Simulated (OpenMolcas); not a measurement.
## Computed transition rates of Ce

| Property | Result |
| --- | --- |
| Program | OpenMolcas |
| Method | RASSCF |
| Basis | ANO-RCC-VTZP [8s7p5d3f2g1h] |
| Scalar Hamiltonian | DKH2, point nucleus |
| Active space | 2 electrons in 12 orbitals (RAS2 4f; RAS3 5d, at most 1 electron) |
| State averaging | 2S+1 = 3 odd, 35 roots; 2S+1 = 1 odd, 35 roots; 2S+1 = 3 even, 21 roots (18 in the spin-orbit step); 2S+1 = 1 even, 28 roots (14 in the spin-orbit step) |
| Spin-orbit coupling | RASSI with atomic mean-field integrals over the reference wave functions, term energies averaged over their components |

Rates come from the transition moments of the reference wave functions (E1 and E2 in the length form). At fixed line strength A goes as λ^-3 for E1 and M1 and as λ^-5 for E2, so a rate at the computed wavelength can be rescaled to the measured one. Measured vacuum wavelengths follow from level energies in NIST Handbook of Basic Atomic Spectroscopic Data. Branching counts decays inside the model space alone, at computed energies, and the table is only a selection of the E2 and M1 lines, drawn from those between levels with measured partners whose computed energy lies within a factor of 1.5 of the measured one.

```
                Upper                  Lower  Type  λ computed (nm)  λ measured (nm)  A computed (s-1)  A rescaled (s-1)  Branching %
       4f 5d 6s² ³H°₆         4f 5d 6s² ³H°₅    M1             5113             5658          1.68e-01          1.24e-01        100.0
       4f 5d 6s² ³H°₅  4f 5d 6s² ¹G°₄ [67 %]    M1             3574             4528          1.50e-01                           81.9
       4f 5d 6s² ³F°₄         4f 5d 6s² ³F°₃    M1             5827             6959          8.83e-02          5.18e-02         57.9
       4f 5d 6s² ³G°₅  4f 5d 6s² ¹G°₄ [67 %]    M1             1601             2381          6.06e-02                           42.3
       4f 5d 6s² ³F°₃         4f 5d 6s² ³F°₂    M1             8010             6972          4.55e-02          6.90e-02         86.4
       4f 5d 6s² ³F°₄  4f 5d 6s² ¹G°₄ [67 %]    M1             2930             3226          4.23e-02                           27.7
       4f 5d 6s² ³H°₅  4f 5d 6s² ³H°₄ [72 %]    M1             8350            10760          3.32e-02          1.55e-02         18.0
       4f 5d 6s² ³D°₂         4f 5d 6s² ³D°₁    M1             8860             9471          3.12e-02          2.55e-02         44.7
4f 5d 6s² ³H°₄ [72 %]  4f 5d 6s² ¹G°₄ [67 %]    M1             6249             7816          2.40e-02                          100.0
       4f 5d 6s² ³F°₄  4f 5d 6s² ³H°₄ [72 %]    M1             5515             5492          2.18e-02                           14.3
       4f 5d 6s² ³D°₁         4f 5d 6s² ¹D°₂    M1             5833             7509          1.74e-02                           74.3
       4f 5d 6s² ³D°₂         4f 5d 6s² ¹D°₂    M1             3517             4188          8.60e-03                           12.3
       4f 5d 6s² ³F°₃  4f 5d 6s² ¹G°₄ [67 %]    M1             5891             6013          7.13e-03                           13.5
       4f 5d 6s² ³D°₂         4f 5d 6s² ³G°₃    M1             2296             2961          4.35e-03                            6.2
       4f 5d 6s² ³D°₁         4f 5d 6s² ³G°₃    E2             3099             4307          5.23e-04          1.01e-04          2.2
```

Spin-changing lines and M1 lines between different terms are not rescaled, since their strength hangs on the term gaps too.

The largest correction is for 4f 5d 6s² ³D°₁ → 4f 5d 6s² ³G°₃ (E2): 5.23e-04 × (3099 / 4307)^5 = 1.01e-04 s-1, a factor of 0.19.

The computed order of these levels differs from the measured one in 3 places, and where term gaps are wrong the rates of spin-changing lines can be off by large factors.

No measured rate stands beside these. Rescaling mends the energy factor alone: line strengths can still be far off where a level mixes with configurations outside the active space, and weak or spin-changing lines hang on small mixing coefficients that depend on the term gaps too, so rescaling need not improve them.

Some high roots are left out of the spin-orbit mixing, which shifts the levels that they would mix with. Without dynamic correlation excited terms often stand tens of per cent too high (terms of higher spin than the ground term too low), and those without a measured partner can miss by more than the paired ones. Some levels mix across a computed gap that differs much from the measured one, so their mixing is not that of the real levels. Computed and measured levels are paired by configuration, term and J; levels that our copy of the source lacks, or whose pairing is in doubt (as where it misses far off the trend of its configuration), stay unpaired. Only configurations of the active space appear.

A share in square brackets marks a mixed level and gives the weight of the term that names it. ° marks odd parity.
